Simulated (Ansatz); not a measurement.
Isolated molecules relaxed with PBE0-D4/def2-TZVP in Ansatz; ΔE leaves out vibrations. CCSD(T)/CBS is the MP2 limit (def2-TZVPP, def2-QZVPP) plus CCSD(T) − MP2 in def2-TZVPP, frozen cores. This one scheme is used for every species. Functionals use def2-TZVPP. For Ge outer-core shells are correlated without core-valence functions, which leaves a few kJ/mol of doubt a bond. Scalar relativity is left out up to krypton. One conformer a species, not always the lowest.

Reaction (ligand exchange at a Ge–C bond): `[OH][GeH2][C]#C[SiH](O)F` + `N[SiH](O)F` → `[OH][GeH2][NH][SiH](O)F` + `C#C[SiH](O)F`

```json
{"level": "PBE0-D4", "ΔE (kJ/mol)": "-13.9"}
{"level": "PBE0", "ΔE (kJ/mol)": "-9.7"}
{"level": "MP2/def2-TZVPP", "ΔE (kJ/mol)": "-13.9"}
{"level": "SCS-MP2/def2-TZVPP", "ΔE (kJ/mol)": "-12.4"}
```

Question: What does CCSD(T)/CBS give? (Best estimate.)

Answer: Computed: -17.3 kJ/mol. The listed levels differ from it by 3.4, 7.6, 3.4, 4.9 kJ/mol.

Largest T1 diagnostic among the species: 0.013.

The D4 term adds −7.9 kJ/mol with B3LYP and −4.1 kJ/mol with PBE0; it sums over pairs of atoms, weighted by their polarisabilities, and B3LYP, whose exchange is more repulsive, gets the larger term. In def2-TZVPP, CCSD(T) changes the Hartree–Fock value by −7.5 kJ/mol (the triples alone add −1.0 kJ/mol) and MP2 by −6.0 kJ/mol.

B3LYP here is the variant with VWN-RPA as its local correlation; programs differ in this.
